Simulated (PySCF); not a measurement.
CaF, SMILES [F][Ca], multiplicity 2.

The structure is a stationary point at PBE0-D3(BJ)/def2-TZVPD. The spin state was assumed, not searched.

These are C-PCM-PBE0/def2-TZVPD run with PySCF values and carry that method's errors.

The values are the electrostatic part of the solvation free energy, E(continuum) − E(gas) at the gas-phase geometry, in a cavity of scaled van der Waals radii (PySCF's table); cavitation and dispersion terms are not included. A continuum can't describe solvent molecules that bind to the metal. The dipole moment in vacuum is 2.88 D.

```csv
solvent,ε,ΔG(elec) (kcal/mol),dipole (D)
water,78.36,-7.7,4.13
benzene,2.27,?,?
tetrahydrofuran,7.43,-6.6,3.85
```

**Question.** Some entries are withheld; supply them. (An estimate is asked for; the answer gives what the named calculation found.)

**Answer.** 
- benzene, ΔG(elec) (kcal/mol): -4.1
- benzene, dipole (D): 3.38
